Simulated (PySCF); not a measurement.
Fe (iron, neutral) across methods

[Ar] 3d5 4s2 5s1, high-spin 7S determinant (an excited configuration). Calculation: PySCF 2.14, in aug-cc-pVTZ-DK; the spin-free X2C one-electron Hamiltonian (Gaussian nucleus).

| method | E (hartree) | mean ε 4s α (eV) | mean ε 4s β (eV) | mean ε 5s α (eV) | Σ⟨r²⟩ (bohr²) | ⟨S²⟩ |
| --- | --- | --- | --- | --- | --- | --- |
| wB97X | -1272.327 | -13.622 | -12.826 | -2.728 | 99.38 | 12.004 |
| TPSS | -1272.316 | -10.671 | -9.398 | -1.726 | 95.33 | 12.006 |
| r2SCAN | -1272.270 | -10.792 | -9.620 | -1.746 | 94.54 | 12.013 |
| B3LYP | -1272.345 | -11.333 | -10.332 | -1.880 | 95.68 | 12.004 |
| PBE0 | -1272.090 | -11.506 | -10.269 | -2.035 | 96.30 | 12.004 |
| wB97X-V | -1272.156 | -13.625 | -12.595 | -2.659 | 99.15 | 12.004 |
| UHF | -1271.12728 | -13.392 | -11.882 | -2.533 | 103.4 | 12.007 |
| PBE | -1272.058 | -10.654 | -9.429 | -1.762 | 94.64 | 12.004 |

Task: Estimate the same row for LDA.

Result: E (hartree) = -1269.744; mean ε 4s α (eV) = -10.905; mean ε 4s β (eV) = -9.690; mean ε 5s α (eV) = -1.730; Σ⟨r²⟩ (bohr²) = 94.02; ⟨S²⟩ = 12.003.

The outer electron is Rydberg-like, and this basis confines it to a smaller radius and binds it less than a complete one would.
